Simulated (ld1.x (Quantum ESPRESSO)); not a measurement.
# Which change was made? (Ta, TM)

```
Element                 : tantalum
Generator               : ld1.x (Quantum ESPRESSO) 7.5
Type                    : norm-conserving Troullier–Martins (Kleinman–Bylander form)
Functional              : PBEsol
Relativity              : fully relativistic
Frozen core             : [Xe] 4f14
Valence charge          : 5
Reference configuration : 5d3.5 6s1.5 6p0
Partial waves           : 6s (bound): rc 3.00 bohr; 6p (bound, empty): rc 2.70 bohr; 5d (bound): rc 1.70 bohr
Local potential         : all-electron potential smoothed inside 2.65 bohr (lloc = -1)
Core correction         : Bessel-smoothed model core inside 1.35 bohr
```

Open shells are filled in proportion to 2j + 1 (rel_dist='average').

Cutoffs, loose and tight: the cutoffs (Ry, on a coarse ladder) from which the occupation-weighted sum of valence levels, in a spherical-Bessel basis at the reference potential, stays within 10 and 1 mRy of its value at 400 Ry. They do not see the model core or the augmentation charge, which bear on the density cutoff. Test errors are all-electron minus pseudo excitation energies from the reference, over the configurations 5d3 6s2 6p0; 5d3 6s1 6p0; 5d3 6s0 6p0; 5d3 6s0 6p2; 5d3 6s0 6p1; 5d4 6s1 6p0; 5d2 6s2 6p1; variants that change the core or the reference have their own tests.

The base gives: outcome: generated; cutoff, loose: 30 Ry; cutoff, tight: 35 Ry; bound ghosts: none; largest test error (meV): -46.

**Question.** After one change the result is: outcome: generated; cutoff, loose: 30 Ry; cutoff, tight: 35 Ry; bound ghosts: none; largest test error (meV): -66. Which change was it?
A. wave 6s (bound): rc 3.00 bohr becomes 6s (bound): rc 4.18 bohr
B. wave 6s (bound): rc 3.00 bohr becomes 6s (bound): rc 2.32 bohr
C. wave 6s (bound): rc 3.00 bohr becomes 6s (bound): rc 3.84 bohr
D. wave 6s (bound): rc 3.00 bohr becomes 6s (bound): rc 2.66 bohr

**Answer.** D. The others give: wave 6s (bound): rc 3.00 bohr becomes 6s (bound): rc 4.18 bohr → outcome: generated; cutoff, loose: 30 Ry; cutoff, tight: 35 Ry; bound ghosts: none; largest test error (meV): +158 | wave 6s (bound): rc 3.00 bohr becomes 6s (bound): rc 3.84 bohr → outcome: generated; cutoff, loose: 30 Ry; cutoff, tight: 35 Ry; bound ghosts: none; largest test error (meV): -92 | wave 6s (bound): rc 3.00 bohr becomes 6s (bound): rc 2.32 bohr → outcome: generated; cutoff, loose: 30 Ry; cutoff, tight: 35 Ry; bound ghosts: none; largest test error (meV): -36.
